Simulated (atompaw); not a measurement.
## Before and after: PAW (atompaw) potential for Ir

- Element: Ir
- Generator: atompaw 4.2.0.5
- Type: PAW
- Functional: PBE
- Relativity: scalar-relativistic
- Frozen core: [Xe] 4f14
- Valence charge: 9
- Reference configuration: 5d8 6s1 6p0
- Partial waves: 6s (bound); 6s channel at 0.25 Ry; 6p (bound, empty); 6p channel at 1.05 Ry; 5d (bound); 5d channel at 2.1 Ry
- Local potential: bessel scheme, radius 2.45 bohr
- Core correction: smooth core density matched at 1.85 bohr
- Augmentation charge: sinc compensation charge, radius 2.30 bohr; PAW radius 2.85 bohr; waves and projectors: bloechl

All-electron outer shells of the reference configuration (PBE, scalar-relativistic, ld1.x):

| shell | level (eV) | outermost node (bohr) | outermost maximum (bohr) |
| --- | --- | --- | --- |
| 4f | -59.54 | – | 0.39 |
| 5p | -52.30 | 0.54 | 1.01 |
| 6s | -5.55 | 1.17 | 2.44 |
| 5d | -5.42 | 0.59 | 1.31 |
| 6p | -0.91 | 1.40 | 3.74 |

Change: waves 6s (bound): rc 2.85 bohr; 6s channel at 0.25 Ry: rc 2.60 bohr; 6p (bound): rc 2.85 bohr; 6p channel at 1.05 Ry: rc 2.85 bohr; 5d (bound): rc 2.85 bohr; 5d channel at 2.1 Ry: rc 1.75 bohr; augmentation sinc compensation charge, radius 2.30 bohr; PAW radius 2.85 bohr; waves and projectors: custom rrkj gramschmidtortho.

Cutoffs: the cutoffs (Ry, on a coarse ladder) from which the occupation-weighted sum of valence levels, in a spherical-Bessel basis at the reference potential, stays within 10 and 1 mRy of its value at 400 Ry; they do not see the model core or the augmentation charge, which bear on the density cutoff.

Problem. What does the change do?

Solution. The potential gets softer (25 Ry and 30 Ry → 12 Ry and 21 Ry); the bound ghost in p disappears.

| quantity | base | changed |
| --- | --- | --- |
| cutoff, loose | 25 Ry | 12 Ry |
| cutoff, tight | 30 Ry | 21 Ry |
| loose cutoff by channel (10 mRy a level) | s 6 Ry, d 18 Ry | s 6 Ry, d 10 Ry |
| bound ghosts | p | none |
| s: phases at 2.86 bohr within 0.05 rad from the reference energy up to (Ry; the scan ends near 5) | 3.0 | 3.4 |
| p: phases at 2.86 bohr within 0.05 rad from the reference energy up to (Ry; the scan ends near 5) | 4.3 | 3.6 |
| d: phases at 2.86 bohr within 0.05 rad from the reference energy up to (Ry; the scan ends near 5) | to the end of the scan | to the end of the scan |
| lowest overlap eigenvalue by channel | s 0.00, p 0.01, d 0.87 | s 0.63, p 0.56, d 0.64 |

 A true bound ghost makes a file unfit for plane-wave use even where its test errors are small: the radial tests pick states by their node count and pass the ghost by. The cutoffs see the waves, projectors and local potential, not the compensation charge or the core.
